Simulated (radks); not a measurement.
Results of a calculation; reference values are marked as such.
Valence configurations of neutral europium (all share [Xe]). Code: a radial shooting solver on a logarithmic mesh with Libxc functionals. Model: Dirac Kohn-Sham, PBE, spin-unpolarised, spherical densities, point nucleus; open shells fill j = l - 1/2 first. Energies are relative to 4f7 6s2; eigenvalues in eV.

| valence | E (eV) | e(4f5/2) | e(4f7/2) | e(5d3/2) | e(6p1/2) | e(6s1/2) |
|---|---|---|---|---|---|---|
| 4f7 6s2 | 0.000 | -2.874 | -2.262 | - | - | -3.619 |
| 4f7 5d0.5 6s1.5 | 1.012 | -2.282 | -1.671 | -1.329 | - | -3.410 |
| 4f7 6s1.5 6p0.5 | 1.158 | -3.469 | -2.856 | - | -1.610 | -3.955 |
| 4f6 5d1 6s2 | 2.729 | -8.434 | - | -2.739 | - | -4.034 |
| 4f7 5d1.5 6p0.5 | 4.192 | -1.987 | -1.378 | -1.310 | -1.390 | - |
| 4f7 5d1 6p1 | 4.217 | -2.839 | -2.228 | -1.859 | -1.666 | - |
| 4f7 5d2 | 4.282 | -1.353 | -0.745 | -0.905 | - | - |
| 4f7 6p2 | 4.794 | -5.108 | -4.494 | - | -2.306 | - |
| 4f9 | 7.276 | -0.877 | -0.355 | - | - | - |

NIST lists [Xe] 4f7 6s2 as the ground configuration; this level of theory agrees among the configurations tried. The energies are those of spherical spin-averaged densities, not of single terms. No valid solution was reached for [Xe] 4f8 6s1.
